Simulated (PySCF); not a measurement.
**TDDFT excited states: CH12GeSi3**

Compound: CH₁₂GeSi₃.
Atom-mapped SMILES: `[SiH3:1][CH2:2][Si@@H:3]([SiH3:4])[GeH3:5]` (hydrogens: H6, H7, H8 on Si1; H9, H10 on C2; H11 on Si3; H12, H13, H14 on Si4; H15, H16, H17 on Ge5)

Cartesian coordinates in Å at the PBE0-D3(BJ)/def2-SVP level; atoms count from 1:
```xyz
17
CH12GeSi3 angstrom
Si    -2.6925   -0.3180    0.1376
C     -1.5544   -0.0371    1.6099
Si     0.2107    0.4934    1.1774
Si     1.2734   -1.0823   -0.2016
Ge     0.2095    2.6088    0.0675
H     -2.8246    0.9414   -0.6581
H     -2.1315   -1.3796   -0.7540
H     -4.0535   -0.7426    0.5872
H     -2.0024    0.7355    2.2587
H     -1.5059   -0.9662    2.2039
H      1.0171    0.6366    2.4338
H      0.6791   -1.0655   -1.5741
H      2.7275   -0.7505   -0.3120
H      1.1379   -2.4644    0.3581
H     -0.7308    3.5982    0.7859
H     -0.2661    2.4678   -1.3910
H      1.6289    3.2075    0.0540
```

Level of theory: TDDFT B3LYP/def2-SVPD, vertical, gas phase, core orbitals frozen in the response in PySCF 2.14.0, density-fitted response routines. The B3LYP/def2-SVPD calculation is non-relativistic and has no spin–orbit coupling, an omission that weighs most on germanium.

Q: What does the calculation give for the low-lying excited states?

A: 

```
state  λ (nm)  E (eV)       f  main configurations (H = HOMO, L = LUMO)
   S1   200.1    6.19   0.024                    H→L (86%), H→L+1 (11%)
   S2   190.2    6.52   0.196                     H→L+1 (84%), H→L (9%)
   S3   182.7    6.79   0.029                  H→L+2 (77%), H-1→L (12%)
   S4   182.0    6.81  0.0090                   H-1→L (81%), H→L+2 (9%)
   S5   178.9    6.93  0.0089                   H→L+3 (72%), H→L+4 (8%)
   S6   176.4    7.03   0.095    H→L+4 (71%), H→L+3 (16%), H-1→L+1 (9%)
   S7   174.6    7.10   0.079                H-1→L+1 (73%), H→L+4 (13%)
   S8   172.3    7.20  0.0019                  H→L+5 (63%), H-2→L (27%)
   S9   171.6    7.22   0.012                  H-2→L (59%), H→L+5 (30%)
  S10   168.1    7.38   0.166                H-1→L+2 (52%), H→L+6 (25%)
```

Triplets, Tamm–Dancoff:

| state | E (eV) | λ (nm) | main configurations (H = HOMO, L = LUMO) |
| --- | --- | --- | --- |
| T1 | 5.62 | 220.8 | H→L (84%), H→L+1 (10%) |
| T2 | 5.92 | 209.5 | H→L+1 (71%), H→L+3 (12%), H→L (10%) |
| T3 | 6.21 | 199.6 | H→L+2 (64%), H-1→L (22%) |
| T4 | 6.32 | 196.2 | H-1→L (64%), H→L+2 (23%) |

The lowest singlet comes at 200 nm (598 kJ/mol) in the ultraviolet; it is weak; its leading configuration is HOMO→LUMO (86%). The strongest level in the table is S2 at 6.52 eV (190 nm, f = 0.196). Löwdin shares by element: HOMO silicon 48% or more, germanium 24%, hydrogen 6% or more (atoms not listed hold the other 22%); LUMO silicon 34% or more, germanium 14%, carbon 8% (atoms not listed hold the other 44%). Weighted by f, the mean energy of these states is 6.93 eV. Of the 10 states listed, 7 reach f = 0.01 and none stays under 0.0005. The listed states span 1.18 eV, and the widest gap between neighbours is 0.32 eV (S1 to S2). All these states lie below the vertical ionisation energy of 9.43 eV (ΔSCF). Singlets were solved by full linear response, triplets in the Tamm–Dancoff approximation.

The run took 9.0 min of wall time (with the writing of density and orbital grids) on Arm Neoverse N1, one thread, shared host with 64 logical CPUs at a one-minute load of 62, and the process peaked at 0.97 GiB of memory.

One conformer stands for the species.
